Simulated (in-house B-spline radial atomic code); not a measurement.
**Binding energies in Hf⁷⁺**

NIST's tabulated ground configuration is [Kr] 4d10 4f13 5s2 5p4; each binding energy is the energy of the ion with one electron taken from that subshell, relaxed, less that of the parent. All numbers are computed (Dirac-Hartree-Fock, average of configuration; Fermi nucleus of rms radius 5.347 fm) with a radial B-spline atomic code at the basis-set limit, not measured. Energies include first-order Breit, QED and recoil terms.

```json
{"subshell": "2s", "X-ray name": "L1", "binding energy (eV)": "11398.9", "-ε (eV)": "11485.6", "relaxation (eV)": "47.9"}
{"subshell": "3s", "X-ray name": "M1", "binding energy (eV)": "2726.1", "-ε (eV)": "2759.4", "relaxation (eV)": "25.6"}
{"subshell": "3d3/2", "X-ray name": "M4", "binding energy (eV)": "1837", "-ε (eV)": "1867.3", "relaxation (eV)": "27.6"}
{"subshell": "3d5/2", "X-ray name": "M5", "binding energy (eV)": "1782.4", "-ε (eV)": "1811.2", "relaxation (eV)": "27.0"}
{"subshell": "4s", "X-ray name": "N1", "binding energy (eV)": "661", "-ε (eV)": "671.5", "relaxation (eV)": "8.8"}
{"subshell": "4d3/2", "X-ray name": "N4", "binding energy (eV)": "343.3", "-ε (eV)": "350.8", "relaxation (eV)": "7.2"}
{"subshell": "4d5/2", "X-ray name": "N5", "binding energy (eV)": "332.5", "-ε (eV)": "339.6", "relaxation (eV)": "6.9"}
{"subshell": "5s", "X-ray name": "O1", "binding energy (eV)": "173.2", "-ε (eV)": "174.4", "relaxation (eV)": "0.9"}
{"subshell": "5p", "X-ray name": "O2,3", "binding energy (eV)": "136.1", "-ε (eV)": "136.9", "relaxation (eV)": "0.6"}
{"subshell": "4f", "X-ray name": "N6,7", "binding energy (eV)": "131.1", "-ε (eV)": "136.6", "relaxation (eV)": "5.6"}
```

Relaxation = -ε minus the binding energy without Breit, QED and recoil terms.

**Question.** What does it cost to remove both a 4d5/2 and a 4f electron?

**Answer.** 493.09 eV, which is 29.45 eV more than the two single binding energies together.

**Question.** What does it cost to remove both a 3d3/2 and a 4d5/2 electron?

**Answer.** 2205.6 eV, which is 36.14 eV more than the two single binding energies together.

**Question.** What does it cost to remove both a 3d3/2 and a 5s electron?

**Answer.** 2033.6 eV, which is 23.44 eV more than the two single binding energies together.
